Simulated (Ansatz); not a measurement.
**A rate constant, worked out**

An elementary step of ZnH$_{3}$SOF, closed shell (ZnH₂SO ([OH][Zn][SH]) + HF → ZnHOF ([OH][Zn][F]) + H₂S (still joined by a long Zn–S bond); Zn–S, H–F broken or loosened, Zn–F, S–H formed or tightened). The start structure is the complex of the reactants, bound by 0.26 eV, and the electronic barrier above it is 0.502 eV by CCSD(T) at an estimated basis limit (MP2 extrapolated from triple and quadruple zeta, plus CCSD(T) − MP2 in triple zeta). Ansatz 0.2.0; basis: def2-TZVPP and def2-QZVPP; cores frozen in the correlated methods. The 3s and 3p shells of Cu and Zn are frozen; filled d shells are correlated. Extrapolation: Hartree–Fock as exp(−7.88 √X), correlation as X^−2.97. Harmonic wavenumbers at PBE0-D4/def2-TZVP (Ansatz 0.2.0), in cm⁻¹:

Start: 98, 121, 122, 181, 187, 218, 369, 625, 670, 680, 725, 771, 2703, 3584, 3908.

Saddle: 514i, 117, 130, 231, 240, 379, 476, 508, 563, 678, 795, 1189, 1476, 2712, 3908.

Problem. Work out the transition-state-theory rate constant at 300 K from these numbers alone (harmonic vibrations; rotation, path degeneracy and anharmonicity left out), and the Wigner tunnelling factor. Use 1 cm⁻¹ = 1.2398 × 10⁻⁴ eV and k_B = 8.617 × 10⁻⁵ eV/K.

Solution. Zero-point energies, half the sums: start 14962/2 cm⁻¹ = 0.9275 eV; saddle, real modes only, 13402/2 cm⁻¹ = 0.8308 eV.
Barrier with zero-point energy: 0.502 + 0.8308 − 0.9275 = 0.4053 eV.
k_BT = 0.02585 eV, so the barrier is 15.68 k_BT.
Vibrational partition functions from the zero-point level, ln q = −Σ ln(1 − exp(−hν/k_BT)): start 4.492, saddle 2.906.
k = (k_BT/h) exp(ln q‡ − ln q) exp(−E0/k_BT), with log₁₀(k_BT/h in s⁻¹) = 12.80: log₁₀ k = 12.80 + (-1.586 − 15.68)/2.3026 = 5.30, so k ≈ 2 × 10^(5) s⁻¹.
Wigner factor: 1 + (hν‡/k_BT)²/24 = 1 + (2.47)²/24 = 1.25. A change of 1 kcal/mol (0.043 eV) in the barrier would change k by a factor of 5.4 at this temperature.

The T1 diagnostic stays at or below 0.017.

Labels in which every atom is bracketed show which atoms are joined, not bond orders.

For scale, one of the runs: CCSD(T)/def2-TZVPP, 210 basis functions (an equivalent command: `ansatz run in.yaml --threads 4`). The run took 93 s on 4 CPU threads (shared host), with 2.9 GiB of host memory at its peak.
